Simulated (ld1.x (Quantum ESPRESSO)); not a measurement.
**What one change does to a pseudopotential (I (Z = 53), TM semilocal)**

```
Element                 : iodine (I)
Generator               : ld1.x (Quantum ESPRESSO) 7.5
Type                    : norm-conserving Troullier–Martins (semilocal form)
Functional              : PBE
Relativity              : scalar-relativistic
Frozen core             : [Kr] 4d10
Valence charge          : 7
Reference configuration : 5s2 5p5
Partial waves           : 5p (bound): rc 1.80 bohr; 5s (bound): rc 1.40 bohr
Local potential         : the s channel
Core correction         : none
```

Change: functional BP86.

Cutoffs: the cutoffs (Ry, on a coarse ladder) from which the occupation-weighted sum of valence levels, in a spherical-Bessel basis at the reference potential, stays within 10 and 1 mRy of its value at 400 Ry; they do not see the model core or the augmentation charge, which bear on the density cutoff. Errors are all-electron minus pseudo energies relative to the spin-unpolarised reference configuration.

**Question.** How do hardness, ghosts and transferability respond?

**Answer.** The potential gets neither clearly harder nor softer (70 Ry and 140 Ry → 70 Ry and 140 Ry); of the 7 tests that both files solve, the error grows in 3 and shrinks in 2 by more than 15 % and 0.3 meV (median size 9.8 → 10.4 meV); neither file shows a bound ghost. A semilocal file is local in each channel, so a ghost entry of none says nothing of the separable form that plane-wave codes build from it.

```tsv
quantity	base	changed
cutoff, loose	70 Ry	70 Ry
cutoff, tight	140 Ry	140 Ry
bound ghosts	none	none
error for 5s2 5p4, meV [ΔE 11.13 → 11.25 eV]	-3.1	+0.5
error for 5s2 5p3, meV [ΔE 30.98 → 31.23 eV]	-9.8	+10
error for 5s2 5p2, meV [ΔE 60.31 → 60.72 eV]	-19	+40
error for 5s2 5p5.3, meV [ΔE -1.78 → -1.82 eV]	+0.5	+0.7
error for 5s1 5p6, meV [ΔE 10.41 → 10.44 eV]	+11	+15
error for 5s2 5p1, meV [ΔE 99.73 → 100.34 eV]	-12	+108
error for 5s2 5p4.5, meV [ΔE 4.53 → 4.59 eV]	-1.2	-0.4
s: phases at 1.96 bohr within 0.05 rad from the reference energy up to (Ry; the scan ends near 5)	1.4	1.4
p: phases at 1.96 bohr within 0.05 rad from the reference energy up to (Ry; the scan ends near 5)	4.4	4.4
```
